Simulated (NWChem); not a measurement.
# TiH$_{3}$O$_{3}$Br; SMILES [OH][Ti]([OH])([OH])[Br]

```xyz
8

Ti     0.0000     0.0000     0.7969
Br     0.0000     0.0000    -1.6021
O      1.6231    -0.4597     1.3857
H      2.3197     0.1083     1.7606
O     -1.2097    -1.1758     1.3857
H     -1.0660    -2.0630     1.7606
O     -0.4134     1.6355     1.3857
H     -1.2536     1.9547     1.7606
```
Atoms are numbered in this order, from 1.

Results from NWChem. The geometry was optimised at PBE-D3(BJ)/def2-SVP. Not confirmed as a minimum by frequencies. Total energies compare along this basis series because the functional is fixed.

```json
[
 {"level": "PBE0/pcseg-1", "basis functions": "115", "energy (Ha)": "-3650.1417", "highest occupied level (eV)": "-8.06", "orbital gap (eV)": "5.88", "dipole (D)": "3.61"},
 {"level": "PBE0/aug-pcseg-1", "basis functions": "179", "energy (Ha)": "-3650.1708", "highest occupied level (eV)": "-8.13", "orbital gap (eV)": "5.92", "dipole (D)": "3.57"},
 {"level": "PBE0/pcseg-2", "basis functions": "231", "energy (Ha)": "-3650.7587", "highest occupied level (eV)": "-8.07", "orbital gap (eV)": "6.09", "dipole (D)": "3.57"},
 {"level": "PBE0/def2-TZVPP", "basis functions": "247", "energy (Ha)": "-3650.7077", "highest occupied level (eV)": "-8.04", "orbital gap (eV)": "6.08", "dipole (D)": "3.55"}
]
```
